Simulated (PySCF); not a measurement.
molecular hydrogen (H₂), SMILES [H][H].

Geometry: B3LYP-D3(BJ)/def2-TZVPD.

These are TDA-CAM-B3LYP/def2-TZVPD (PySCF) values and carry that method's errors.

Vertical excitations; the highest root listed may be one member of a degenerate set. Isolated molecule, no solvent. State labels are in the subgroup D2h.

Question: Estimate the UV-visible absorptions. (Estimate from the structure and the level; the computed values follow.)

Answer: 
```
state  symmetry  energy (eV)  λ (nm)      f                    main pairs
-----  --------  -----------  ------  -----  ----------------------------
S1          B1u        12.41     100  0.391                HOMO→LUMO 99 %
S2          B2u        13.60      91  0.397  HOMO→LUMO+1 (degenerate set)
S3          B3u        13.60      91  0.397  HOMO→LUMO+2 (degenerate set)
S4           Ag        15.39      81  0.000              HOMO→LUMO+3 97 %
S5          B3g        16.93      73  0.000  HOMO→LUMO+5 (degenerate set)
S6          B2g        16.93      73  0.000  HOMO→LUMO+4 (degenerate set)
S7          B1u        18.83      66  0.306              HOMO→LUMO+6 99 %
S8           Ag        19.57      63  0.000              HOMO→LUMO+7 97 %
S9          B1u        31.26      40  0.126              HOMO→LUMO+8 99 %
S10         B2u        47.27      26  0.387             HOMO→LUMO+9 100 %
T1          B1u        10.20     122      0                HOMO→LUMO 89 %
T2          B2u        12.56      99      0  HOMO→LUMO+1 (degenerate set)
T3          B3u        12.56      99      0  HOMO→LUMO+2 (degenerate set)
T4           Ag        13.65      91      0              HOMO→LUMO+3 96 %
```
Triplets are in the Tamm–Dancoff approximation.
